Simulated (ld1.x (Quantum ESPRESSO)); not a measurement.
holmium (Ho): PAW pseudisation with PBEsol, scalar-relativistic reference atom.

Input for ld1.x (Quantum ESPRESSO) 7.5:

```
&input
   title='Ho', zed=67., rel=1, dft='PBESOL', iswitch=3,
   config='[Xe] 4f11 5d1 6s1 6p0',
   nld=4, rlderiv=2.55, eminld=-6.0, emaxld=5.0, deld=0.02
 /
 &inputp
   pseudotype=3, lpaw=.true., tm=.true., lloc=-2, rcloc=1.35,
   nlcc=.true., new_core_ps=.true.,
   which_augfun='GAUSS', rmatch_augfun=0.90,
   file_pseudopw='Ho.UPF', file_wfcaegen='ae.wfc', file_wfcncgen='nc.wfc', file_beta='beta', file_chi='chi', file_wfcusgen='us.wfc'
 /
8
5S  1  0   2.00   0.00  1.65  1.80  0.0
6S  2  0   1.00   0.00  1.65  1.80  0.0
5P  2  1   6.00   0.00  2.05  2.15  0.0
6P  3  1   0.00   0.00  2.05  2.15  0.0
5D  3  2   1.00   0.00  2.10  2.35  0.0
5D  3  2   0.00   3.55  2.10  2.35  0.0
4F  4  3  11.00   0.00  0.90  1.15  0.0
4F  4  3   0.00   1.15  0.90  1.15  0.0
 &test
   configts(1)='4f11 5s2 5p6 5d1 6s1 6p0'
 /
```

Command:

```bash
ld1.x < Ho.in > Ho.out
```

Resulting log (shortened: banner, matrices, multipoles, cross overlaps and the repeated all-electron block are left out):

```
Program LD1 v.7.5
     --------------------------- All-electron run ----------------------------

     Ho
     scalar relativistic calculation

     atomic number is 67.00
     dft =PBESOL   lsd =0 sic =0 latt =0  beta=0.20 tr2=1.0E-14
     Exchange-correlation= PBESOL
                           (   1   4  10   8   0   0   0)
     mesh =1265 r(mesh) =  99.01857 a.u. xmin = -7.00 dx = 0.01250
     1 Ry =  13.60569312 eV, c = 137.03599908

     n l     nl                  e(Ry)          e(Ha)          e(eV)
     1 0     1S 1( 2.00)     -4077.5682     -2038.7841    -55478.1414
     2 0     2S 1( 2.00)      -682.0216      -341.0108     -9279.3772
     2 1     2P 1( 6.00)      -604.2445      -302.1223     -8221.1656
     3 0     3S 1( 2.00)      -152.2774       -76.1387     -2071.8395
     3 1     3P 1( 6.00)      -128.5149       -64.2574     -1748.5343
     4 0     4S 1( 2.00)       -30.0237       -15.0118      -408.4931
     4 1     4P 1( 6.00)       -22.2034       -11.1017      -302.0929
     3 2     3D 1(10.00)       -98.3633       -49.1816     -1338.3008
     5 0     5S 1( 2.00)        -3.6550        -1.8275       -49.7291
     5 1     5P 1( 6.00)        -1.8572        -0.9286       -25.2684
     4 2     4D 1(10.00)       -11.6452        -5.8226      -158.4406
     4 3     4F 1(11.00)        -0.1894        -0.0947        -2.5763
     5 2     5D 1( 1.00)        -0.0613        -0.0306        -0.8334
     6 0     6S 1( 1.00)        -0.2690        -0.1345        -3.6596
     6 1     6P 1( 0.00)        -0.0843        -0.0422        -1.1471

     final scf error:  9.1E-15 reached in  32 iterations

     Etot =  -25224.293331 Ry,  -12612.146665 Ha, -343193.994301 eV

     Ekin =   27280.769320 Ry,   13640.384660 Ha,  371173.775531 eV
     Encl =  -61830.993992 Ry,  -30915.496996 Ha, -841253.529748 eV
     Eh   =    9858.257803 Ry,    4929.128901 Ha,  134128.430395 eV
     Exc  =    -532.326462 Ry,    -266.163231 Ha,   -7242.670479 eV

     normalization and overlap integrals

     s(1S/1S) =  1.000000  <r> =   0.0207  <r2> =    0.0006  r(max) =   0.0132
     s(2S/2S) =  1.000000  <r> =   0.0881  <r2> =    0.0092  r(max) =   0.0749
     s(2P/2P) =  1.000000  <r> =   0.0781  <r2> =    0.0074  r(max) =   0.0605
     s(3S/3S) =  1.000000  <r> =   0.2299  <r2> =    0.0604  r(max) =   0.2113
     s(3P/3P) =  1.000000  <r> =   0.2289  <r2> =    0.0607  r(max) =   0.2086
     s(4S/4S) =  1.000000  <r> =   0.5189  <r2> =    0.3040  r(max) =   0.4821
     s(4P/4P) =  1.000000  <r> =   0.5502  <r2> =    0.3445  r(max) =   0.5068
     s(3D/3D) =  1.000000  <r> =   0.2079  <r2> =    0.0507  r(max) =   0.1687
     s(5S/5S) =  1.000000  <r> =   1.2778  <r2> =    1.8414  r(max) =   1.1278
     s(5P/5P) =  1.000000  <r> =   1.5263  <r2> =    2.6623  r(max) =   1.2941
     s(4D/4D) =  1.000000  <r> =   0.5965  <r2> =    0.4132  r(max) =   0.5261
     s(4F/4F) =  1.000001  <r> =   0.8600  <r2> =    1.0503  r(max) =   0.5261
     s(5D/5D) =  1.000000  <r> =   3.9588  <r2> =   21.0274  r(max) =   2.1876
     s(6S/6S) =  1.000000  <r> =   4.1461  <r2> =   19.6747  r(max) =   3.4740
     s(6P/6P) =  1.000000  <r> =   6.1594  <r2> =   44.1985  r(max) =   4.9298

     ------------------------ End of All-electron run ------------------------

     --------------------- Generating PAW atomic setup --------------------

      Generating local potential from pseudized AE potential:
      Matching radius rcloc =   1.3500
      Enforcing V''(0)=0 (lloc=-2)

      Local pseudo, rcloc= 1.344 Estimated cut-off energy=    17.62 Ry

      Computing core charge for nlcc:

       r > 0.72 : true rho core
      Core charge pseudized with two Bessel functions
      Integrated core pseudo-charge :  27.20
      Wfc-us  5S rcutus= 1.814  Estimated cut-off energy=    16.16 Ry
      Wfc-us  6S rcutus= 1.814  Estimated cut-off energy=    30.83 Ry
      Wfc-us  5P rcutus= 2.160  Estimated cut-off energy=    17.87 Ry
      Wfc-us  6P rcutus= 2.160  Estimated cut-off energy=    31.17 Ry
      Wfc-us  5D rcutus= 2.329  Estimated cut-off energy=    20.51 Ry
      Wfc-us  5D rcutus= 2.329  Estimated cut-off energy=    38.70 Ry
      Wfc-us  4F rcutus= 1.156  Estimated cut-off energy=   118.20 Ry
      Wfc-us  4F rcutus= 1.156  Estimated cut-off energy=   138.89 Ry

     Required augmentation: GAUSS   radius:    0.900000
     Message from routine us2paw:
     GAUSS augmentation functions are ususally harder than BESSEL; use BESSEL instead unless you have discontinuity in local potential

     Estimated PAW energy = -821.208622 Ryd

     ------------------- End of pseudopotential generation -------------------

     Computing logarithmic derivative in   2.55762
     Computing logarithmic derivative in   2.55762
     Computing the partial wave expansion
     R is outside the sphere for l=    0 j= 0.00
     R is outside the sphere for l=    0 j= 0.00
     R is outside the sphere for l=    1 j= 0.00
     R is outside the sphere for l=    1 j= 0.00
     R is outside the sphere for l=    2 j= 0.00
     R is outside the sphere for l=    2 j= 0.00
     R is outside the sphere for l=    3 j= 0.00
     R is outside the sphere for l=    3 j= 0.00

     ---------------------- Testing the pseudopotential ----------------------

     Ho
     scalar relativistic calculation

     atomic number is 67.00   valence charge is 21.00
     dft = SLA  PW   PSX  PSC   lsd =0 sic =0 latt =0  beta=0.20 tr2=1.0E-14
     mesh =1265 r(mesh) =  99.01857 xmin = -7.00 dx = 0.01250

     n l     nl             e AE (Ry)        e PS (Ry)    De AE-PS (Ry)
     4 3     4F   1(11.00)       -0.18936       -0.18957        0.00022
     1 0     5S   1( 2.00)       -3.65502       -3.65524        0.00022
     2 1     5P   1( 6.00)       -1.85719       -1.85736        0.00017
     3 2     5D   1( 1.00)       -0.06125       -0.06133        0.00007
     2 0     6S   1( 1.00)       -0.26897       -0.26903        0.00006
     3 1     6P   1( 0.00)       -0.08431       -0.08435        0.00003

     eps = 6.6E-16  iter = 18

     Etot =  -25224.293331 Ry,  -12612.146665 Ha, -343193.994301 eV
     Etotps =  -821.208614 Ry,    -410.604307 Ha,  -11173.112397 eV

     Ekin =     636.520897 Ry,     318.260449 Ha,    8660.307992 eV
     Encl =   -1252.773480 Ry,    -626.386740 Ha,  -17044.851525 eV
     Ehrt =     327.370119 Ry,     163.685059 Ha,    4454.097376 eV
     Ecxc =    -532.326150 Ry,    -266.163075 Ha,   -7242.666240 eV
     (Ecc =    -108.623338 Ry,     -54.311669 Ha,   -1477.895797 eV)

     ---------------------- End of pseudopotential test ----------------------
```

Generation and configuration tests took about 4.2 s on one core of a shared server CPU.

Transferability test of the new file with ld1.x, input:

```
&input
   title='Ho', zed=67., rel=1, dft='PBESOL', iswitch=2,
   config='[Xe] 4f11 5d1 6s1 6p0'
 /
 &test
   file_pseudo='Ho.UPF', nconf=8,
   configts(1)='4f11 5s2 5p6 5d1 6s1 6p0',
   configts(2)='4f11 5s2 5p6 5d0 6s2 6p0',
   configts(3)='4f11 5s2 5p6 5d0 6s1 6p0',
   configts(4)='4f11 5s2 5p6 5d0 6s0 6p0',
   configts(5)='4f11 5s2 5p6 5d1 6s0 6p0',
   configts(6)='4f11 5s2 5p6 5d0 6s0 6p2',
   configts(7)='4f10 5s2 5p6 5d1 6s2 6p0',
   configts(8)='4f9 5s2 5p6 5d0 6s0 6p0'
 /
```

```bash
ld1.x < Ho.test.in > Ho.test.out
```

Pseudopotential blocks of its output, shortened (energy terms left out):

```
     ---------------------- Testing the pseudopotential ----------------------

     n l     nl             e AE (Ry)        e PS (Ry)    De AE-PS (Ry)
     4 3     4F   1(11.00)       -0.18936       -0.18957        0.00022
     1 0     5S   1( 2.00)       -3.65502       -3.65524        0.00022
     2 1     5P   1( 6.00)       -1.85719       -1.85736        0.00017
     3 2     5D   1( 1.00)       -0.06125       -0.06133        0.00007
     2 0     6S   1( 1.00)       -0.26897       -0.26903        0.00006
     3 1     6P   1( 0.00)       -0.08431       -0.08435        0.00003

     eps = 8.0E-15  iter = 17

     Etot =  -25224.293331 Ry,  -12612.146665 Ha, -343193.994301 eV
     Etotps =  -821.208611 Ry,    -410.604306 Ha,  -11173.112353 eV

     ---------------------- End of pseudopotential test ----------------------

          ---------------------- Testing the pseudopotential ----------------------

     n l     nl             e AE (Ry)        e PS (Ry)    De AE-PS (Ry)
     4 3     4F   1(11.00)       -0.23422       -0.23020       -0.00403
     1 0     5S   1( 2.00)       -3.70564       -3.70910        0.00346
     2 1     5P   1( 6.00)       -1.90334       -1.90347        0.00013
     3 2     5D   1( 0.00)       -0.07781       -0.07771       -0.00010
     2 0     6S   1( 2.00)       -0.27972       -0.27999        0.00027
     3 1     6P   1( 0.00)       -0.08283       -0.08291        0.00008

     eps = 8.7E-15  iter = 19

     Etot =  -25224.498643 Ry,  -12612.249321 Ha, -343196.787714 eV
     Etotps =  -821.414245 Ry,    -410.707122 Ha,  -11175.910139 eV
     dEtot_ae =      -0.205312 Ry
     dEtot_ps =      -0.205633 Ry,   Delta E=       0.000321 Ry

     ---------------------- End of pseudopotential test ----------------------

          ---------------------- Testing the pseudopotential ----------------------

     n l     nl             e AE (Ry)        e PS (Ry)    De AE-PS (Ry)
     4 3     4F   1(11.00)       -0.71335       -0.71241       -0.00094
     1 0     5S   1( 2.00)       -4.19017       -4.19083        0.00066
     2 1     5P   1( 6.00)       -2.38671       -2.38698        0.00027
     3 2     5D   1( 0.00)       -0.49837       -0.49841        0.00004
     2 0     6S   1( 1.00)       -0.65706       -0.65714        0.00008
     3 1     6P   1( 0.00)       -0.39781       -0.39784        0.00003

     eps = 8.0E-15  iter = 15

     Etot =  -25224.033918 Ry,  -12612.016959 Ha, -343190.464806 eV
     Etotps =  -820.949144 Ry,    -410.474572 Ha,  -11169.582122 eV
     dEtot_ae =       0.259413 Ry
     dEtot_ps =       0.259467 Ry,   Delta E=      -0.000054 Ry

     ---------------------- End of pseudopotential test ----------------------

          ---------------------- Testing the pseudopotential ----------------------

     n l     nl             e AE (Ry)        e PS (Ry)    De AE-PS (Ry)
     4 3     4F   1(11.00)       -1.27202       -1.27521        0.00319
     1 0     5S   1( 2.00)       -4.75600       -4.75329       -0.00271
     2 1     5P   1( 6.00)       -2.94826       -2.94866        0.00040
     3 2     5D   1( 0.00)       -0.98869       -0.98872        0.00003
     2 0     6S   1( 0.00)       -1.06666       -1.06609       -0.00057
     3 1     6P   1( 0.00)       -0.73905       -0.73838       -0.00067

     eps = 9.9E-15  iter = 17

     Etot =  -25223.174249 Ry,  -12611.587125 Ha, -343178.768425 eV
     Etotps =  -820.089346 Ry,    -410.044673 Ha,  -11157.883971 eV
     dEtot_ae =       1.119081 Ry
     dEtot_ps =       1.119265 Ry,   Delta E=      -0.000184 Ry

     ---------------------- End of pseudopotential test ----------------------

          ---------------------- Testing the pseudopotential ----------------------

     n l     nl             e AE (Ry)        e PS (Ry)    De AE-PS (Ry)
     4 3     4F   1(11.00)       -0.59367       -0.59655        0.00288
     1 0     5S   1( 2.00)       -4.06254       -4.05990       -0.00264
     2 1     5P   1( 6.00)       -2.26682       -2.26671       -0.00011
     3 2     5D   1( 1.00)       -0.41951       -0.41946       -0.00005
     2 0     6S   1( 0.00)       -0.59815       -0.59778       -0.00038
     3 1     6P   1( 0.00)       -0.35600       -0.35573       -0.00027

     eps = 4.2E-15  iter = 17

     Etot =  -25223.864843 Ry,  -12611.932421 Ha, -343188.164426 eV
     Etotps =  -820.780097 Ry,    -410.390048 Ha,  -11167.282116 eV
     dEtot_ae =       0.428488 Ry
     dEtot_ps =       0.428515 Ry,   Delta E=      -0.000027 Ry

     ---------------------- End of pseudopotential test ----------------------

          ---------------------- Testing the pseudopotential ----------------------

     n l     nl             e AE (Ry)        e PS (Ry)    De AE-PS (Ry)
     4 3     4F   1(11.00)       -0.44190       -0.44074       -0.00116
     1 0     5S   1( 2.00)       -3.92152       -3.92237        0.00085
     2 1     5P   1( 6.00)       -2.11642       -2.11681        0.00040
     3 2     5D   1( 0.00)       -0.22350       -0.22358        0.00008
     2 0     6S   1( 0.00)       -0.38829       -0.38837        0.00008
     3 1     6P   1( 2.00)       -0.16917       -0.16919        0.00002

     eps = 5.0E-15  iter = 14

     Etot =  -25224.082857 Ry,  -12612.041429 Ha, -343191.130664 eV
     Etotps =  -820.998058 Ry,    -410.499029 Ha,  -11170.247638 eV
     dEtot_ae =       0.210473 Ry
     dEtot_ps =       0.210553 Ry,   Delta E=      -0.000079 Ry

     ---------------------- End of pseudopotential test ----------------------
```

The test run then stopped with an error in new_paw_hamiltonian: “negative rho”.
